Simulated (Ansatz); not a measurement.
Basis-set extrapolation for C3H4AlCl, SMILES `Cl[CH2][Al]1[CH]=[CH]1` (PBE0-D4/def2-TZVP geometry, frozen core, Ansatz 0.2.0). Multiplicity 1, RHF reference.

```tsv
	def2-TZVPP	def2-QZVPP
HF	-817.333207	-817.357774
MP2 correlation	-0.740155	-0.795958
CCSD(T) correlation	-0.821213	not run
```

Energies in hartree. Use E(X) = E(∞) + A·exp(−7.88·√X) for Hartree–Fock and E(X) = E(∞) + B·X^(−2.97) for correlation, with X = 3 and 4, and add CCSD(T) minus MP2 of the smaller set to the MP2 limit.

Problem. What is the CCSD(T) energy at the basis-set limit?

Solution. HF limit: -817.357774 + (-0.024567) × 0.13774 = -817.36116. MP2 limit: -0.795958 + (-0.055803) × 0.74074 = -0.83729. Higher-order term: -0.821213 − (-0.740155) = -0.08106. Total: -818.27951 hartree, 328.4 kJ/mol below CCSD(T)/def2-TZVPP.
